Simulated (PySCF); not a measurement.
Computed with TPSSh-D3(BJ)/def2-TZVP // r2SCAN-D4/def2-SVP run with PySCF. All species are isolated molecules in the gas phase. One relaxed conformer stands for a flexible species; it need not be the lowest. 

Reference species: [Hf(OH)3(SH)] (neutral, multiplicity 1).

| Item | Result |
|---|---|
| coordination number | 4 |
| HOMO–LUMO gap | 5.84 eV |
| charge on the central atom (Mulliken) | 1.52 e |

Changed species: [Hf(SH)4] (4 of 4 OH replaced by SH; the reference has 1 of 4 OH replaced by SH).

Problem. What does the change do to the coordination number, HOMO–LUMO gap and charge on the central atom (Mulliken)?

Solution. the coordination number stays essentially unchanged; the HOMO–LUMO gap falls by 1.01 eV, to 4.83 eV; the charge on the central atom (Mulliken) drops by 0.50 e, to 1.02 e.
